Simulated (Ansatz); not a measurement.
Ansatz (an electronic-structure program) job for Cl4HSTa, SMILES [Ta]([SH])([Cl])([Cl])([Cl])[Cl], multiplicity 1, PBE-D3(BJ)/def2-SVP. 

Ansatz 0.2 input:
```yaml
crystal:
  periodic: [false, false, false]
  atoms:
    - {symbol: Ta, position_ang: [-0.05904902, 0.00525520, 0.00000000]}
    - {symbol: Cl, position_ang: [-1.20147898, 0.06459662, 1.98023790]}
    - {symbol: Cl, position_ang: [0.05843748, -2.30920698, -0.00000000]}
    - {symbol: Cl, position_ang: [0.26818582, 2.30891724, -0.00000000]}
    - {symbol: Cl, position_ang: [-1.20147903, 0.06459663, -1.98023787]}
    - {symbol: S, position_ang: [2.30940518, -0.22829631, -0.00000003]}
    - {symbol: H, position_ang: [2.65778557, 1.07775206, -0.00000003]}
basis:
  gaussian:
    orbitals: def2-SVP
hamiltonian:
  xc: pbe
  dispersion: d3bj
relax: {f_tol: 0.002, max_steps: 200}
```

Output:

```
WARN ansatz: RAYON_NUM_THREADS=1 ignored (pool sized by the plan → 1); use --threads N
Functional definition: PBE
integrals: 0.09 GiB planned
1347 factors; their error is unknown
mean field: 0.42 GiB planned
mean field evaluation 1: about -62457.2938 eV, gradient 2.3e1 eV
mean field evaluation 2: about -62436.8517 eV, gradient 9.6e1 eV
mean field evaluation 4: about -62458.6708 eV, gradient 4.9e0 eV
mean field evaluation 8: about -62458.7361 eV, gradient 1.6e-1 eV
mean field evaluation 16: about -62458.6475 eV, gradient 3.7e-4 eV
mean field -62458.64745496 eV, -2295.3129579780 hartree, gradient 1.5e-5 eV, S^2 0.000000; 0 other end points of the search recorded, 0 dependent functions left out
the calculation of the forces begins
reference -62458.64751461 eV, -2295.3129601701 hartree; 49, 49 occupied and 78, 78 virtual orbitals, 1347 factors
relax step   1: F+E_penalty+E_count = -62459.00359011 eV  Δ(F+E_penalty+E_count) = +0.000e0 eV  max|allowed force component| = 3.385e-1 eV/Å  Δτ_max = 0.0000 Å  (31 SCF iters, accepted)
these checks for a lower state are left out or cut short: starts, cluster_reference, orbital_swaps, neighbouring_geometries, increment
integrals: 0.09 GiB planned
1347 factors; their error is unknown
mean field: 0.42 GiB planned
mean field -62458.66316693 eV, -2295.3135353822 hartree, gradient 2.1e-5 eV, S^2 0.000000; 0 other end points of the search recorded, 0 dependent functions left out
the calculation of the forces begins
reference -62458.66322646 eV, -2295.3135375698 hartree; 49, 49 occupied and 78, 78 virtual orbitals, 1347 factors
relax step   2: F+E_penalty+E_count = -62459.01434722 eV  Δ(F+E_penalty+E_count) = -1.076e-2 eV  max|allowed force component| = 2.092e-1 eV/Å  Δτ_max = 0.0278 Å  (33 SCF iters, accepted)
these checks for a lower state are left out or cut short: starts, cluster_reference, orbital_swaps, neighbouring_geometries, increment
integrals: 0.09 GiB planned
1347 factors; their error is unknown
mean field: 0.42 GiB planned
mean field evaluation 32: about -62458.6653 eV, gradient 5.3e-5 eV
mean field -62458.66532143 eV, -2295.3136145588 hartree, gradient 1.7e-5 eV, S^2 0.000000; 0 other end points of the search recorded, 0 dependent functions left out
the calculation of the forces begins
reference -62458.66538094 eV, -2295.3136167457 hartree; 49, 49 occupied and 78, 78 virtual orbitals, 1347 factors
relax step   3: F+E_penalty+E_count = -62459.01829819 eV  Δ(F+E_penalty+E_count) = -3.951e-3 eV  max|allowed force component| = 5.264e-2 eV/Å  Δτ_max = 0.0222 Å  (33 SCF iters, accepted)
these checks for a lower state are left out or cut short: starts, cluster_reference, orbital_swaps, neighbouring_geometries, increment
integrals: 0.09 GiB planned
1347 factors; their error is unknown
mean field: 0.42 GiB planned
mean field -62458.66509018 eV, -2295.3136060605 hartree, gradient 1.0e-5 eV, S^2 0.000000; 0 other end points of the search recorded, 0 dependent functions left out
the calculation of the forces begins
reference -62458.66514970 eV, -2295.3136082476 hartree; 49, 49 occupied and 78, 78 virtual orbitals, 1347 factors
relax step   4: F+E_penalty+E_count = -62459.01818327 eV  Δ(F+E_penalty+E_count) = +1.149e-4 eV  max|allowed force component| = 5.895e-2 eV/Å  Δτ_max = 0.0096 Å  (32 SCF iters, rejected (line search))
these checks for a lower state are left out or cut short: starts, cluster_reference, orbital_swaps, neighbouring_geometries, increment
integrals: 0.09 GiB planned
1347 factors; their error is unknown
mean field: 0.42 GiB planned
mean field -62458.66548270 eV, -2295.3136204852 hartree, gradient 1.2e-5 eV, S^2 0.000000; 0 other end points of the search recorded, 0 dependent functions left out
the calculation of the forces begins
reference -62458.66554222 eV, -2295.3136226726 hartree; 49, 49 occupied and 78, 78 virtual orbitals, 1347 factors
relax step   5: F+E_penalty+E_count = -62459.01848227 eV  Δ(F+E_penalty+E_count) = -1.841e-4 eV  max|allowed force component| = 1.115e-2 eV/Å  Δτ_max = 0.0047 Å  (33 SCF iters, accepted)
these checks for a lower state are left out or cut short: starts, cluster_reference, orbital_swaps, neighbouring_geometries, increment
integrals: 0.09 GiB planned
1347 factors; their error is unknown
mean field: 0.42 GiB planned
mean field -62458.66556673 eV, -2295.3136235732 hartree, gradient 1.2e-5 eV, S^2 0.000000; 0 other end points of the search recorded, 0 dependent functions left out
the calculation of the forces begins
reference -62458.66562626 eV, -2295.3136257611 hartree; 49, 49 occupied and 78, 78 virtual orbitals, 1347 factors
relax step   6: F+E_penalty+E_count = -62459.01851502 eV  Δ(F+E_penalty+E_count) = -3.275e-5 eV  max|allowed force component| = 4.256e-3 eV/Å  Δτ_max = 0.0037 Å  (33 SCF iters, accepted)
these checks for a lower state are left out or cut short: starts, cluster_reference, orbital_swaps, neighbouring_geometries, increment
integrals: 0.09 GiB planned
1347 factors; their error is unknown
mean field: 0.42 GiB planned
mean field evaluation 64: about -62458.6656 eV, gradient 3.4e-5 eV
mean field -62458.66556755 eV, -2295.3136236033 hartree, gradient 1.2e-5 eV, S^2 0.000000; 0 other end points of the search recorded, 0 dependent functions left out
the calculation of the forces begins
reference -62458.66562708 eV, -2295.3136257912 hartree; 49, 49 occupied and 78, 78 virtual orbitals, 1347 factors
relax step   7: F+E_penalty+E_count = -62459.01851572 eV  Δ(F+E_penalty+E_count) = -7.035e-7 eV  max|allowed force component| = 2.724e-4 eV/Å  Δτ_max = 0.0003 Å  (33 SCF iters, accepted)
integrals: 0.09 GiB planned
1347 factors; their error is unknown
mean field: 0.42 GiB planned
mean field -62458.66556755 eV, -2295.3136236033 hartree, gradient 1.2e-5 eV, S^2 0.000000; 1 other end points of the search recorded, 0 dependent functions left out
the calculation of the forces begins
reference -62458.66562708 eV, -2295.3136257912 hartree; 49, 49 occupied and 78, 78 virtual orbitals, 1347 factors
Total energy: -62459.01857526 eV, -2295.3265963974 hartree
Atom 0 at    -0.064252     0.005823     0.000000 Å, force     0.000235    -0.000252     0.000000 eV/Å
Atom 1 at    -1.210855     0.064696     1.996472 Å, force    -0.000010    -0.000020     0.000128 eV/Å
Atom 2 at     0.058749    -2.325955     0.000000 Å, force    -0.000043     0.000021     0.000000 eV/Å
Atom 3 at     0.268072     2.323869     0.000000 Å, force     0.000042     0.000163     0.000000 eV/Å
Atom 4 at    -1.210855     0.064696    -1.996472 Å, force    -0.000010    -0.000020    -0.000128 eV/Å
Atom 5 at     2.321456    -0.234332    -0.000000 Å, force    -0.000272     0.000199     0.000000 eV/Å
Atom 6 at     2.669493     1.084818    -0.000000 Å, force     0.000058    -0.000092    -0.000000 eV/Å
Dipole moment:     0.070820     0.145685    -0.000000 e Å
```

Self-consistency was reached.

Cost: around 27 core-seconds (rough).
